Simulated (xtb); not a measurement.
C₇H₅N, charge +1, doublet, from a rough starting geometry (a state made from the parent by changing its charge; the spin is typed, not shown lowest); GFN2-xTB run with xtb.

Here is a job for xtb.
```
$ xtb mol.xyz --gfn 2 --chrg 1 --uhf 1 --opt vtight --json

# file mol.xyz
13

N      3.60217910     0.66095322     0.02028112
C      2.39347817     0.45528129     0.02417813
C      1.07360640     0.22343037    -0.03055785
C      0.14216066     1.21961771     0.10620382
C     -1.19921448     0.97997383     0.09230450
C     -1.71809272    -0.27746400     0.03052768
C     -0.81085995    -1.34954656    -0.11375132
C      0.59365441    -1.11586939    -0.10251279
H      0.54319072     2.27938212     0.14137511
H     -1.90767533     1.80780824     0.14948631
H     -2.77219455    -0.47572592    -0.05548097
H     -1.16674051    -2.36513955    -0.18405558
H      1.25577333    -1.96809525    -0.14997271
```

Predict the main parts of the log of this xtb run.


```
   ID    Z sym.   atoms
    1    7 N      1
    2    6 C      2-8
    3    1 H      9-13

           -------------------------------------------------
          |                Calculation Setup                |
           -------------------------------------------------

           -------------------------------------------------
          |                 G F N 2 - x T B                 |
           -------------------------------------------------

          ...................................................
          :                      SETUP                      :
          :.................................................:
          :  # basis functions                  37          :
          :  # atomic orbitals                  37          :
          :  # shells                           21          :
          :  # electrons                        37          :
          :  max. iterations                   250          :
          :  Hamiltonian                  GFN2-xTB          :
          :  restarted?                      false          :
          :  GBSA solvation                  false          :
          :  PC potential                    false          :
          :  electronic temp.          300.0000000     K    :
          :  accuracy                    1.0000000          :
          :  -> integral cutoff          0.2500000E+02      :
          :  -> integral neglect         0.1000000E-07      :
          :  -> SCF convergence          0.1000000E-05 Eh   :
          :  -> wf. convergence          0.1000000E-03 e    :
          :  Broyden damping             0.4000000          :
          :  net charge                          1          :
          :  unpaired electrons                  1          :
          ...................................................

 iter      E             dE          RMSdq      gap      omega  full diag
   1    -19.9751783 -0.199752E+02  0.697E+00    3.37       0.0  T
   2    -19.7663740  0.208804E+00  0.738E+00    2.56       1.0  T
   3    -20.2042022 -0.437828E+00  0.423E+00    3.49       1.0  T
   4    -19.9583045  0.245898E+00  0.350E+00    2.75       1.0  T
   5    -20.2052193 -0.246915E+00  0.127E+00    3.40       1.0  T
   6    -20.2284576 -0.232382E-01  0.829E-01    3.57       1.0  T
   7    -20.2195499  0.890768E-02  0.854E-01    3.50       1.0  T
   8    -20.2334239 -0.138741E-01  0.406E-01    3.57       1.0  T
   9    -20.2352842 -0.186023E-02  0.294E-01    3.57       1.0  T
  10    -20.2343715  0.912710E-03  0.269E-01    3.57       1.0  T
  11    -20.2258282  0.854329E-02  0.715E-01    3.56       1.0  T
  12    -20.2274018 -0.157360E-02  0.656E-01    3.56       1.0  T
  13    -20.2357593 -0.835750E-02  0.715E-02    3.57       1.0  T
  14    -20.2355978  0.161510E-03  0.110E-01    3.57       1.0  T
  15    -20.2358426 -0.244810E-03  0.180E-02    3.58       1.5  T
  16    -20.2358429 -0.361946E-06  0.140E-02    3.58       2.0  T
  17    -20.2358297  0.132527E-04  0.287E-02    3.58       1.0  T
  18    -20.2358408 -0.111379E-04  0.154E-02    3.58       1.8  T
  19    -20.2358435 -0.268732E-05  0.977E-03    3.58       2.8  T
  20    -20.2358454 -0.186650E-05  0.118E-03    3.58      23.6  T
  21    -20.2358454 -0.568934E-08  0.817E-04    3.58      34.0  T
  22    -20.2358454 -0.100155E-07  0.421E-04    3.58      65.9  T

   *** convergence criteria satisfied after 22 iterations ***

         :::::::::::::::::::::::::::::::::::::::::::::::::::::
         ::                     SUMMARY                     ::
         :::::::::::::::::::::::::::::::::::::::::::::::::::::
         :: total energy             -19.846936801228 Eh    ::
         :: gradient norm              0.262435246049 Eh/a0 ::
         :: HOMO-LUMO gap              3.575546693713 eV    ::
         ::.................................................::
         :: SCC energy               -20.235836282580 Eh    ::
         :: -> isotropic ES            0.104526837028 Eh    ::
[...]
 * total energy  :   -19.8722724 Eh     change       -0.1796313E-02 Eh
 * total energy  :   -19.8730997 Eh     change       -0.8273289E-03 Eh
 * total energy  :   -19.8736210 Eh     change       -0.5213214E-03 Eh
 * total energy  :   -19.8737770 Eh     change       -0.1559740E-03 Eh
 * total energy  :   -19.8738155 Eh     change       -0.3851421E-04 Eh
 * total energy  :   -19.8738353 Eh     change       -0.1983012E-04 Eh
 * total energy  :   -19.8738482 Eh     change       -0.1288362E-04 Eh
 * total energy  :   -19.8738526 Eh     change       -0.4412333E-05 Eh
 * total energy  :   -19.8738562 Eh     change       -0.3593721E-05 Eh
 * total energy  :   -19.8738573 Eh     change       -0.1093281E-05 Eh
 * total energy  :   -19.8738577 Eh     change       -0.4085264E-06 Eh
 * total energy  :   -19.8738578 Eh     change       -0.7505762E-07 Eh
   *** GEOMETRY OPTIMIZATION CONVERGED AFTER 17 ITERATIONS ***
         :: total energy             -19.873857798419 Eh    ::
[...]
        23                         -0.3912100             -10.6454
        24                         -0.3096764              -8.4267
        25                         -0.0961659              -2.6168
        26                         -0.0884057              -2.4056
        27                         -0.0524828              -1.4281
        28                         -0.0435877              -1.1861
        29                         -0.0343748              -0.9354
        30                         -0.0034445              -0.0937
       ...                                ...                  ...
        37                          0.9641116              26.2348
      -------------------------------------------------------------
                  HL-Gap            0.1322479 Eh            3.5986 eV
             Fermi-level           -0.5943213 Eh          -16.1723 eV

     #   Z          covCN         q      C6AA      α(0)
     1   7 N        0.911    -0.005    21.355     6.684
     2   6 C        1.914     0.148    27.507     8.470
     3   6 C        2.979     0.092    25.954     8.357
     4   6 C        2.923     0.016    27.652     8.623
     5   6 C        2.915     0.013    27.715     8.633
     6   6 C        2.922     0.035    27.211     8.554
     7   6 C        2.915     0.013    27.714     8.633
     8   6 C        2.923     0.016    27.654     8.624
     9   1 H        0.926     0.127     1.558     1.952
    10   1 H        0.926     0.132     1.518     1.926
    11   1 H        0.925     0.152     1.378     1.836
    12   1 H        0.926     0.132     1.517     1.926
    13   1 H        0.926     0.127     1.559     1.953

 Mol. C6AA /au·bohr⁶  :       2239.892114
 Mol. C8AA /au·bohr⁸  :      57475.097922
 Mol. α(0) /au        :         76.170095

Wiberg/Mayer (AO) data.
largest (>0.10) Wiberg bond orders for each atom

 ---------------------------------------------------------------------------
     #   Z sym  total        # sym  WBO       # sym  WBO       # sym  WBO
 ---------------------------------------------------------------------------
     1   7 N    3.188 --     2 C    2.783
     2   6 C    3.945 --     1 N    2.783     3 C    1.079
     3   6 C    3.945 --     8 C    1.299     4 C    1.298     2 C    1.079
     4   6 C    3.966 --     5 C    1.463     3 C    1.298     9 H    0.943
     5   6 C    3.966 --     4 C    1.463     6 C    1.369    10 H    0.936
     6   6 C    3.926 --     5 C    1.369     7 C    1.369    11 H    0.906
     7   6 C    3.966 --     8 C    1.463     6 C    1.369    12 H    0.935
     8   6 C    3.966 --     7 C    1.463     3 C    1.299    13 H    0.943
     9   1 H    0.983 --     4 C    0.943
    10   1 H    0.975 --     5 C    0.936
    11   1 H    0.957 --     6 C    0.906
    12   1 H    0.975 --     7 C    0.935
    13   1 H    0.983 --     8 C    0.943
 ---------------------------------------------------------------------------

Topologies differ in total number of bonds
Writing topology from bond orders to xtbtopo.mol

molecular dipole:
                 x           y           z       tot (Debye)
 q only:       -0.437      -0.067      -0.028
   full:       -0.758      -0.127       0.012       1.953
molecular quadrupole (traceless):
                xx          xy          yy          xz          yz          zz
 q only:        6.343       0.515       3.486      -0.081       1.016      -9.829
  q+dip:        5.687      -0.168       6.374       0.167       1.470     -12.061
   full:        2.709      -0.519       5.278       0.298       1.094      -7.987

optimized geometry written to: xtbopt.xyz

           -------------------------------------------------
          | TOTAL ENERGY              -19.873857798419 Eh   |
          | GRADIENT NORM               0.000089897861 Eh/α |
          | HOMO-LUMO GAP               3.598648019152 eV   |
           -------------------------------------------------

normal termination of xtb
```
